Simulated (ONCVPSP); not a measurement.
# What one change does to a pseudopotential (I, ONCV)

| Item | Value |
| --- | --- |
| Element | I |
| Generator | ONCVPSP 4.0.1 |
| Type | optimised norm-conserving Vanderbilt (ONCV) |
| Functional | PBEsol |
| Relativity | scalar-relativistic |
| Frozen core | [Kr] 4d10 |
| Valence charge | 7 |
| Reference configuration | 5s2 5p4 (charge +1) |
| Partial waves | 5s: rc 1.70 bohr, ncon 4, nbas 9, qcut 3.4 1/bohr, 3 projectors, debl 1.2 Ha; 5p: rc 1.85 bohr, ncon 3, nbas 8, qcut 3.8 1/bohr, 2 projectors, debl 3.8 Ha |
| Local potential | polynomial inside 1.45 bohr (lpopt 5, dvloc0 4 Ha) |
| Core correction | Teter function, fcfact 4.5, rcfact 1.65 |

All-electron outer shells of the reference configuration (PBEsol, scalar-relativistic, ld1.x):

```tsv
shell	level (eV)	outermost node (bohr)	outermost maximum (bohr)
4p	-136.95	0.37	0.72
4d	-59.75	0.35	0.78
5s	-26.31	0.88	1.70
5p	-15.38	0.96	1.97
```

Change: s: qcut 2.7.

Cutoffs: the cutoffs (Ha) at which the residual kinetic energy of the hardest occupied pseudo-wave falls to 1 and 0.1 mHa per electron; they do not see the model core or the augmentation charge, which bear on the density cutoff. Errors are all-electron minus pseudo energies relative to the spin-unpolarised reference configuration.

**Question.** What does the change do?

**Answer.** The potential gets harder (29 Ha and 76 Ha → 70 Ha and 83 Ha); both files keep a bound ghost (s); the errors of the 4 common tests hardly move.

| quantity | base | changed |
| --- | --- | --- |
| cutoff, loose | 29 Ha | 70 Ha |
| cutoff, tight | 76 Ha | 83 Ha |
| loose cutoff by channel | s 29 Ha, p 8.8 Ha | s 70 Ha, p 8.8 Ha |
| bound ghosts | s | s |
| GHOST(+) flags under 300 eV | s at 100.0 eV, p at 160.6 eV | s at 114.1 eV, p at 160.6 eV |
| error for 5s2 5p5, meV [ΔE -11.15 eV] | -24 | -24 |
| error for 5s2 5p3, meV [ΔE 19.88 eV] | -55 | -55 |
| error for 5s2 5p2, meV [ΔE 49.27 eV] | -278 | -278 |
| error for 5s1 5p6, meV [ΔE -0.71 eV] | -37 | -40 |
| s: phases at 1.73 bohr within 0.05 rad from the reference energy up to (Ha; the scan ends near 5) | 3.6 | 4.0 |
| p: phases at 1.88 bohr within 0.05 rad from the reference energy up to (Ha; the scan ends near 5) | 4.6 | 4.6 |
| rms error of d²Exc/dni dnj with the model core, mHa | 4.76 | 4.87 |

 A true bound ghost makes a file unfit for plane-wave use even where its test errors are small: the radial tests pick states by their node count and pass the ghost by.
